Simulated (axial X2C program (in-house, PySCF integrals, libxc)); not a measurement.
**MnC⁻ along the bond: PBE0, 2c**

Calculated with an in-house all-electron X2C program for linear molecules (integrals from PySCF). Two-component (2c) means X2C with spin–orbit coupling and atomic mean-field two-electron Coulomb and Gaunt terms. Basis: Mn dyall-acv3z [10s11p7d4f2g], C dyall-av3z [8s7p3d2f] (cores contracted in-house); Gaussian nuclei, density fitting, unrestricted open shells. Masses: Mn 54.938 u, C 12.000 u.

State: Ω = 1 (⟨Sz⟩ = 1.00, ⟨Lz⟩ = 0.00 at PBE0). Dipoles are positive if C is the positive end and refer to the centre of mass.

Results along the bond:

| R (Å) | μ (D) | HOMO (eV) | LUMO (eV) |
| --- | --- | --- | --- |
| 1.569 | 0.660 | 0.44 | 1.82 |
| 1.638 | 0.311 | 0.42 | 1.82 |
| 1.676 | 0.178 | 0.41 | 1.81 |
| 1.753 | -0.010 | 0.40 | 1.80 |
| 1.810 | -0.116 | 0.40 | 1.79 |
| 1.868 | -0.217 | 0.39 | 1.79 |
| 1.926 | -0.326 | 0.38 | 1.79 |
| 1.993 | -0.470 | 0.36 | 1.79 |
| 2.061 | -0.641 | 0.34 | 1.78 |
| 2.147 | -0.901 | 0.31 | 1.78 |

The state is one determinant whose occupation by symmetry is held fixed; it was picked as the lowest of a PBE0 search that is not exhaustive. Density functionals use the spin component along the axis (collinear). With several unpaired electrons one determinant need not be a pure state. Open-shell Ω = 0 determinants with evenly filled partner blocks cannot be reached by this program, so the Ω shown need not be the lowest component. The highest occupied level of some functionals is positive through self-interaction error; at Hartree–Fock it is bound. The determinant is spin-polarised beyond a pure state at some levels (its spin-free form has ⟨S²⟩ too high), which makes Re and μ there less reliable. The lowest spin-free determinant has another configuration (M_S = 2, Λ = 1), so the order of states is uncertain and this need not be the ground state. The LUMO of an anion is an unbound level whose energy the basis sets.
